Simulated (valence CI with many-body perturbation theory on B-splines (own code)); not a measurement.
## I⁴⁰⁺: what each term of the Hamiltonian does

Computed by valence CI with perturbative core correlation (CI+MBPT): three valence electrons over a frozen Dirac-Fock core [Ne], a basis of 11 s, 11 p, 9 d, 7 f, 5 g, 2 h, 1 i functions for each j, with the one-electron correlation potential Σ1 (screened to all orders), the two-electron term Σ2, the three-electron term Σ3, Breit, model QED; selected single and double excitations, second order for the rest (own B-spline code, finite nucleus).

No measured spectrum was set against this ion. As an estimate, large intervals hold to a few tenths of a per cent, small ones and those within an open d or f shell to about a per cent.

Each rung adds one term. CI alone is the Dirac-Coulomb CI over the frozen core; QED comes last and gives the full result, which names the levels. Energies are above (3s^2 3p1/2) J=1/2 on the same rung, in eV.

Levels are named by their leading jj configuration (3d3/2^4 stands for four electrons in 3d with j = 3/2), which in mixed levels can hold well under half, so a name can repeat and another be missing. Letters in brackets count levels of one name in rising energy.

| Level | CI alone | + Σ1 | + Σ2 | + Σ3 | + Breit | Full |
| --- | --- | --- | --- | --- | --- | --- |
| (3s^2 3p3/2) J=3/2 | 76.52 | 76.60 | 76.65 | 76.65 | 75.53 | 75.65 |
| (3s 3p1/2^2) J=1/2 | 98.76 | 98.54 | 98.58 | 98.59 | 99.74 | 98.40 |
| (3s 3p1/2 3p3/2) J=3/2 [a] | 158.30 | 158.15 | 158.38 | 158.41 | 158.49 | 157.28 |
| (3s 3p1/2 3p3/2) J=5/2 | 169.48 | 169.34 | 169.48 | 169.50 | 169.28 | 168.10 |
| (3s 3p1/2 3p3/2) J=3/2 [b] | 184.65 | 184.52 | 184.48 | 184.50 | 184.26 | 183.19 |
| (3s 3p1/2 3p3/2) J=1/2 | 193.08 | 192.94 | 192.50 | 192.50 | 192.63 | 191.40 |
| (3s^2 3d3/2) J=3/2 | 229.30 | 229.18 | 228.65 | 228.62 | 227.25 | 227.00 |
| (3s^2 3d5/2) J=5/2 | 231.88 | 231.83 | 231.93 | 231.94 | 230.21 | 229.68 |
| (3s 3p3/2^2) J=5/2 | 256.15 | 256.09 | 255.71 | 255.67 | 254.07 | 253.46 |
| (3s 3p3/2^2) J=1/2 | 269.82 | 269.76 | 269.57 | 269.56 | 268.62 | 267.53 |
| (3s 3p3/2^2) J=3/2 | 275.16 | 275.10 | 274.61 | 274.60 | 273.50 | 272.43 |
| (3p1/2^2 3p3/2) J=3/2 | 285.83 | 285.48 | 285.31 | 285.34 | 286.21 | 283.89 |
| (3s 3p1/2 3d3/2) J=3/2 [a] | 299.88 | 299.55 | 299.55 | 299.55 | 299.22 | 297.76 |
| (3s 3p1/2 3d3/2) J=5/2 | 307.29 | 306.96 | 306.94 | 306.95 | 306.33 | 304.93 |
| (3s 3p1/2 3d3/2) J=1/2 | 324.52 | 324.19 | 323.77 | 323.76 | 323.37 | 321.99 |
| (3s 3p1/2 3d3/2) J=3/2 [b] | 325.59 | 325.27 | 324.89 | 324.86 | 324.33 | 322.94 |
| (3s 3p1/2 3d5/2) J=5/2 [a] | 326.37 | 326.11 | 325.98 | 325.97 | 324.94 | 323.57 |
| (3s 3p1/2 3d5/2) J=7/2 | 332.48 | 332.22 | 332.09 | 332.08 | 330.72 | 329.39 |
| (3s 3p1/2 3d5/2) J=5/2 [b] | 339.11 | 338.85 | 338.66 | 338.64 | 337.62 | 336.14 |
| (3s 3p1/2 3d5/2) J=3/2 | 338.98 | 338.70 | 338.46 | 338.46 | 337.97 | 336.17 |
| (3p1/2 3p3/2^2) J=5/2 | 363.48 | 363.20 | 362.98 | 362.99 | 362.37 | 360.40 |
| (3p1/2 3p3/2^2) J=3/2 | 370.07 | 369.79 | 369.15 | 369.12 | 368.91 | 366.83 |
| (3p1/2 3p3/2^2) J=1/2 | 371.73 | 371.46 | 371.23 | 371.26 | 371.14 | 368.89 |
| (3s 3p3/2 3d3/2) J=3/2 [a] | 387.02 | 386.77 | 386.56 | 386.55 | 385.04 | 383.78 |
| (3s 3p3/2 3d3/2) J=5/2 [a] | 387.47 | 387.21 | 386.94 | 386.93 | 385.35 | 384.02 |
| (3s 3p3/2 3d3/2) J=1/2 [a] | 387.60 | 387.35 | 387.19 | 387.16 | 385.77 | 384.51 |
| (3s 3p3/2 3d3/2) J=7/2 | 389.57 | 389.33 | 389.15 | 389.14 | 387.18 | 385.94 |
| (3s 3p3/2 3d5/2) J=9/2 | 390.60 | 390.42 | 390.56 | 390.56 | 388.15 | 386.95 |
| (3s 3p3/2 3d5/2) J=3/2 [a] | 403.23 | 403.02 | 402.73 | 402.70 | 400.82 | 399.57 |
| (3s 3p3/2 3d5/2) J=5/2 [a] | 406.90 | 406.71 | 406.43 | 406.41 | 404.27 | 403.00 |
| (3s 3p3/2 3d3/2) J=3/2 [b] | 413.88 | 413.65 | 413.26 | 413.25 | 411.78 | 410.25 |

Task: How does the ionisation energy move along the ladder, and which term matters most?

Result: CI alone 2929.8, + Σ1 2930.8, + Σ2 2930.6, + Σ3 2930.6, + Breit 2927.7, + QED 2927.7 eV. The largest step is Breit, -2.9 eV. NIST lists 2926 ± 4 eV (theoretical).
